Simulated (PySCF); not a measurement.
## Telling isomers of C₅H₉F₃O₂Si apart by NMR

Computed data (PySCF 2.14.0 with density-fitted response routines): structure optimised with GFN2-xTB, shieldings: GIAO PBE0/pcSseg-1. Single conformer, no relativistic terms, no solvent, equivalent nuclei averaged.

References, each an isolated molecule treated in the same way: TMS for ¹H, ¹³C. Splittings of carbon signals by F and P are missing where no couplings were computed. Where no couplings were computed, multiplicities follow the n + 1 count of equivalent neighbours, and m marks all less simple cases (inequivalent or close neighbours, rings, F or P nearby). Shifts are as computed. Against solution values, carbons near 30 ppm lie about +3 ppm off and those near 130 ppm about +5 ppm. Of 1211 compounds with measured shifts, 218 miss one by over three times the rms of a fit or turn the order of signals round; such compounds aren't used in these exercises.

(1) Tabulate the signals of `FC(F)(F)O[C@H]1C[SiH2]CCO1`, `C[C@@H]1CO[SiH2]O[C@@H]1C(F)(F)F`, `C[Si](C)(C)OC(=O)C(F)(F)F`, `C[C@@H]1CO[SiH2]O[C@H]1C(F)(F)F` and their relative energies.

(2) What is the quickest way to tell FC(F)(F)O[C@H]1C[SiH2]CCO1 from C[Si](C)(C)OC(=O)C(F)(F)F?

(3) What is the quickest way to tell FC(F)(F)O[C@H]1C[SiH2]CCO1 from C[C@@H]1CO[SiH2]O[C@H]1C(F)(F)F?

(4) What is the quickest way to tell C[C@@H]1CO[SiH2]O[C@@H]1C(F)(F)F from C[Si](C)(C)OC(=O)C(F)(F)F?

## Answers

(1) 
| SMILES | carbon types | δC | δH | E rel. (kcal/mol) |
| --- | --- | --- | --- | --- |
| FC(F)(F)O[C@H]1C[SiH2]CCO1 | 1×C 1×CH 3×CH2 | 129.9, 103.0, 60.2, 14.2, 9.1 | 5.97 (m, 1H), 4.24 (m, 1H), 4.19 (m, 1H), 4.16 (m, 1H), 3.94 (m, 1H), 1.53 (m, 1H), 1.52 (m, 1H), 1.40 (m, 1H), 0.82 (m, 1H) | 51.1 |
| C[C@@H]1CO[SiH2]O[C@@H]1C(F)(F)F | 1×C 2×CH 1×CH2 1×CH3 | 135.2, 77.4, 69.0, 40.3, 14.7 | 5.16 (m, 1H), 4.85 (m, 1H), 4.60 (m, 1H), 4.39 (m, 1H), 4.25 (m, 1H), 2.43 (m, 1H), 1.05 (d, 3H) | 14.9 |
| C[Si](C)(C)OC(=O)C(F)(F)F | 2×C 3×CH3 | 162.8, 125.2, 0.0 | 0.46 (s, 9H) | 0.0 |
| C[C@@H]1CO[SiH2]O[C@H]1C(F)(F)F | 1×C 2×CH 1×CH2 1×CH3 | 135.0, 78.7, 66.8, 35.5, 19.0 | 5.14 (m, 1H), 4.94 (m, 1H), 4.86 (m, 1H), 4.34 (m, 1H), 3.98 (m, 1H), 1.85 (m, 1H), 1.54 (d, 3H) | 13.6 |

Energies are electronic energies at PBE0/pcSseg-1 on these geometries, without zero-point or thermal terms, each for the one conformer computed, which needn't be the lowest.

(2) Count the carbon signals: 5 against 3. The first has an sp3 carbon bearing two oxygens (CH) at 103.0 ppm, the second a methyl carbon bonded to Si (CH3) at 0.0 ppm. Their most deshielded carbons lie at 129.9 and 162.8 ppm. In the proton spectra the most deshielded non-exchanging signals are 5.97 (m, 1H) and 0.46 (s, 9H).

(3) Both give the same number of carbon signals, but DEPT or the intensities differ. The first has an sp3 CH2 bonded to Si at 9.1 ppm, the second an sp3 CH in a ring at 35.5 ppm. Their most deshielded carbons lie at 129.9 and 135.0 ppm. In the proton spectra the most deshielded non-exchanging signals are 5.97 (m, 1H) and 5.14 (m, 1H).

(4) Count the carbon signals: 5 against 3. The first has an sp3 CH bonded to O at 77.4 ppm, the second a carbonyl carbon (C) at 162.8 ppm. Their most deshielded carbons lie at 135.2 and 162.8 ppm. In the proton spectra the most deshielded non-exchanging signals are 5.16 (m, 1H) and 0.46 (s, 9H).
